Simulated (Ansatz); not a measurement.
The cluster AlO3H3. The state is a triplet with charge 0. Geometry PBE0-D4/def2-TZVP, that of the neutral singlet.

```xyz
7

Al    0.000   -0.001    0.000
O    -1.411   -0.606    0.702
O     1.473   -0.130    0.816
O    -0.061    0.734   -1.520
H     2.294    0.200    0.457
H    -1.421   -1.027    1.560
H    -0.873    0.830   -2.014
```

At PBE-D4/def2-TZVP, r2SCAN-D4/def2-TZVP the gap within one spin of the charge 0 triplet nearly closes, so an electron or hole may be smeared out by delocalisation error. At PBE0-D4/def2-TZVP a singlet of charge 0 lies 6.73 eV below the triplet at the same geometry. The structure comes from a short search, and lower isomers may exist.

Task: Estimate the α-spin orbital energies around the gap (eV) in Ansatz with PBE-D4/def2-TZVP, r2SCAN-D4/def2-TZVP, PBE0-D4/def2-TZVP.

Result: 
```tsv
orbital	PBE-D4/def2-TZVP	r2SCAN-D4/def2-TZVP	PBE0-D4/def2-TZVP
HOMO−5	-9.50	-10.12	-12.13
HOMO−4	-9.13	-9.60	-10.76
HOMO−3	-9.07	-9.48	-10.72
HOMO−2	-9.00	-9.41	-10.66
HOMO−1	-8.84	-9.26	-10.35
HOMO	-2.25	-2.25	-2.82
LUMO	-0.92	-0.91	-0.27
LUMO+1	0.01	0.39	0.62
LUMO+2	0.13	0.61	0.97
LUMO+3	0.97	1.45	1.88
LUMO+4	2.42	3.00	3.21
LUMO+5	2.44	3.05	3.27
β HOMO	-7.93	-8.06	-8.79
β LUMO	-8.11	-8.22	-7.69
```
